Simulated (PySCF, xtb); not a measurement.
AlI3, SMILES [I][Al]([I])[I].

Harmonic wavenumbers (cm⁻¹) from GFN2-xTB in xtb 6.7.1 at its own minimum, in rising order: 58, 58, 152, 186, 512, 512.

Task: What does PBE0-D3(BJ)/def2-SVP (PySCF) give at its own minimum? (Estimate from the structure and the level; the computed values follow.)

Result: 65, 65, 144, 164, 440, 440. Paired by order, the mean absolute difference is 32 cm⁻¹ and the zero-point energies are 2.1 and 1.9 kcal/mol.
